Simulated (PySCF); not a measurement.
Identify the unknown among the candidates.

All candidates are C3H13OPSi2.

| technique | computed result |
| --- | --- |
| Triplet | lowest triplet excitation (Tamm–Dancoff): 4.91 eV [TDA PBE0/def2-SVPD] |
| Rotational structure | rotational constants A, B, C: 2.785, 0.648, 0.560 GHz [PBE0-D3(BJ)/def2-SVP] |
| XPS | Si2p3/2 105.9, Si2p3/2 106.8, P2p3/2 136.1, C1s 290.0, C1s 290.3, C1s 290.4, O1s 538.3, Si1s 1845.7, Si1s 1846.6, P1s 2149.6 eV [ΔSCF SCAN, pcX-2 on the ionised atom, pcseg-1 elsewhere, spin-free X2C, 2p3/2 from a spin–orbit splitting computed afterwards within the 2p shell] |
| 13C NMR | chemical shifts (computed TMS as zero) by class: 21.2 (1 C), 18.5 (1 C), 8.3 (1 C) ppm [GIAO HF/pcSseg-1] |
| Dipole | 0.83 D [PBE0/def2-SVPD] |
| NMR, other nuclei | isotropic shieldings of nuclei other than C and H, by class: 331 (1 O), 393 (1 Si), 435 (1 Si), 596 (1 P) ppm [GIAO HF/pcSseg-1] |

Gas-phase values; electronic properties from PySCF, density fitting. Levels stand in brackets. Isolated species at its PBE0-D3(BJ)/def2-SVP geometry (one conformer only). NMR values are class means; diastereotopic atoms form classes of their own.

Question: Which candidate is it?
A. `CCO[Si@@](C)([SiH3])P`
B. `CC(C)[SiH2][Si@@H](O)P`
C. `CC(C)O[Si@@H]([SiH3])P`

Answer: B. It is `CC(C)[SiH2][Si@@H](O)P`. Numbering: `[CH3:1][CH:2]([CH3:3])[SiH2:4][Si@@H:5]([OH:6])[PH2:7]`. 3 carbons fall into 3 classes; from least to most shielded: methyl carbon [C1] (21.2 ppm), methyl carbon [C3] (18.5 ppm), sp3 carbon bound to silicon [C2] (8.3 ppm). The other shieldings belong to: 331 ppm, silanol oxygen [O6]; 393 ppm, oxygen-bound silicon [Si5]; 435 ppm, SiH2 silicon [Si4]; 596 ppm, three-coordinate phosphorus [P7]. The core levels belong to: Si2p3/2 105.9 eV, SiH2 silicon [Si4]; Si2p3/2 106.8 eV, oxygen-bound silicon [Si5]; P2p3/2 136.1 eV, three-coordinate phosphorus [P7]; C1s 290.0 eV, sp3 carbon bound to silicon [C2]; C1s 290.3 eV, methyl carbon [C3]; C1s 290.4 eV, methyl carbon [C1]; O1s 538.3 eV, silanol oxygen [O6]; Si1s 1845.7 eV, SiH2 silicon [Si4]; Si1s 1846.6 eV, oxygen-bound silicon [Si5]; P1s 2149.6 eV, three-coordinate phosphorus [P7]. The optimised geometry has point group C1 and is an asymmetric top.

The others, at the same levels:
- `CC(C)O[Si@@H]([SiH3])P` fails: its computed 13C shifts are 61.8 (1 C), 26.0 (1 C), 24.4 (1 C) ppm, core binding energies are Si2p3/2 106.4, Si2p3/2 106.8, P2p3/2 136.1, C1s 290.6, C1s 290.6, C1s 292.2, O1s 537.6, Si1s 1846.1, Si1s 1846.7, P1s 2149.7 eV and rotational constant A is 1.652 GHz (against 2.785 GHz).
- `CCO[Si@@](C)([SiH3])P` fails: its computed 13C shifts are 54.0 (1 C), 19.9 (1 C), 0.3 (1 C) ppm, core binding energies are Si2p3/2 106.2, Si2p3/2 106.6, P2p3/2 135.9, C1s 290.2, C1s 290.6, C1s 292.1, O1s 537.5, Si1s 1845.9, Si1s 1846.4, P1s 2149.5 eV and rotational constant A is 1.429 GHz (against 2.785 GHz).

Each candidate is one conformer, not necessarily the lowest. The conformers computed, where there is a choice (atom-mapped SMILES and torsion angles):
- `[CH3:1][CH:2]([CH3:3])[SiH2:4][Si@@H:5]([OH:6])[PH2:7]`: C1–C2–Si4–Si5 171°, C2–Si4–Si5–O6 48°, H–O6–Si5–Si4 180°, H–P7–Si5–Si4 62°, H–P7–Si5–Si4 -32°
- `[CH3:1][CH:2]([CH3:3])[O:4][Si@@H:5]([SiH3:6])[PH2:7]`: C1–C2–O4–Si5 70°, C2–O4–Si5–Si6 38°, H–P7–Si5–O4 -83°, H–P7–Si5–O4 -177°
- `[CH3:1][CH2:2][O:3][Si@@:4]([CH3:5])([SiH3:6])[PH2:7]`: C1–C2–O3–Si4 172°, C2–O3–Si4–C5 58°, H–P7–Si4–O3 -84°, H–P7–Si4–O3 -178°
